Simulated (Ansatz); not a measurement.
Job for Ansatz (a quantum-chemistry and plane-wave program): R-wB97X-V/def2-TZVPPD on C2H6O2 (a complex), monomers drawn apart or pushed together. Files ending in .json are basis or fitting sets from the Basis Set Exchange.

Ansatz 0.2 input:
```yaml
crystal:
  periodic: [false, false, false]
  atoms:
    - {symbol: C, position_ang: [-0.06824196, 0.02252586, 0.09792465]}
    - {symbol: H, position_ang: [0.13407611, -0.23224213, -0.94107395]}
    - {symbol: H, position_ang: [0.63390243, -0.50677111, 0.74136427]}
    - {symbol: H, position_ang: [0.04871745, 1.09984186, 0.22239125]}
    - {symbol: H, position_ang: [-1.09088199, -0.27278662, 0.33653979]}
    - {symbol: O, position_ang: [1.29451049, -0.64889708, 5.52147800]}
    - {symbol: C, position_ang: [0.47555270, 0.07915644, 6.00530570]}
    - {symbol: O, position_ang: [-0.44478267, 0.77588015, 5.32128750]}
    - {symbol: H, position_ang: [0.36547249, 0.27643470, 7.07934924]}
    - {symbol: H, position_ang: [-0.32652699, 0.58461580, 4.37470198]}
basis:
  gaussian:
    orbitals: def2-TZVPPD.json
hamiltonian:
  xc: {name: wB97X-V}
scf: {lower_state_search: off}
```

The log:

```
WARN ansatz: RAYON_NUM_THREADS=1 ignored (pool sized by the plan → 1); use --threads N
Functional definition: wB97X-V
these checks for a lower state are left out or cut short: stability, starts, cluster_reference, orbital_swaps, neighbouring_geometries, increment
integrals: 0.16 GiB planned
1070 factors; their error is unknown
integrals: 0.20 GiB planned
354 factors; integrals over basis functions are off by at most 2.7e-5 eV
mean field: 1.52 GiB planned
mean field evaluation 1: about -6260.7363 eV, gradient 5.9e1 eV
mean field evaluation 2: about -6260.8607 eV, gradient 6.2e1 eV
mean field evaluation 4: about -6266.8061 eV, gradient 2.9e0 eV
mean field evaluation 8: about -6266.8297 eV, gradient 4.3e-2 eV
mean field evaluation 16: about -6266.8196 eV, gradient 3.4e-5 eV
mean field -6266.81961897 eV, -230.3013731941 hartree, gradient 6.4e-6 eV, S^2 0.000000; 0 other end points of the search recorded, 0 dependent functions left out
reference -6266.81961594 eV, -230.3013730828 hartree; 17, 17 occupied and 239, 239 virtual orbitals, 1070 factors
Total energy: -6266.81961594 eV, -230.3013730828 hartree
Checks for a lower state left out: stability, starts, cluster_reference, orbital_swaps, neighbouring_geometries, increment
```

The calculation finished and met its thresholds.

Cost: around 9 core-seconds (rough).
